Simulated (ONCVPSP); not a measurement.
# zinc (Zn): excitation energies, all-electron against ONCV

zinc (Zn), optimised norm-conserving Vanderbilt (ONCV), made with ONCVPSP 4.0.1 (PBE, scalar-relativistic). Core [Ne], reference 3s2 3p6 3d10 4s1 4p1. Waves: 3s+4s: rc 1.15 bohr, ncon 4, nbas 7, qcut 9.6 1/bohr, 2 projectors; 3p+4p: rc 1.30 bohr, ncon 3, nbas 6, qcut 9.9 1/bohr, 2 projectors; 3d: rc 0.75 bohr, ncon 4, nbas 8, qcut 12.1 1/bohr, 2 projectors, debl 2.7 Ha. Local part: polynomial inside 0.55 bohr (lpopt 2, dvloc0 0 Ha). Core correction: Teter function, fcfact 5, rcfact 1.7.

Energies are relative to the spin-unpolarised reference configuration 3s2 3p6 3d10 4s1 4p1; without spin polarisation the order of configurations can differ from experiment.

Problem. Give the all-electron excitation energy and the error of the potential for: 3s2 3p6 3d10 4s2 4p0; 3s2 3p6 3d10 4s1 4p0; 3s2 3p6 3d10 4s0 4p0; 3s2 3p5 3d10 4s2 4p0.

Solution.

```json
{"valence configuration": "3s2 3p6 3d10 4s2 4p0", "charge": "0", "ΔE all-electron (eV)": "-5.087", "error AE − PS (meV)": "+0.4"}
{"valence configuration": "3s2 3p6 3d10 4s1 4p0", "charge": "+1", "ΔE all-electron (eV)": "4.802", "error AE − PS (meV)": "-0.3"}
{"valence configuration": "3s2 3p6 3d10 4s0 4p0", "charge": "+2", "ΔE all-electron (eV)": "23.245", "error AE − PS (meV)": "-0.9"}
{"valence configuration": "3s2 3p5 3d10 4s2 4p0", "charge": "+1", "ΔE all-electron (eV)": "86.945", "error AE − PS (meV)": "+49"}
```
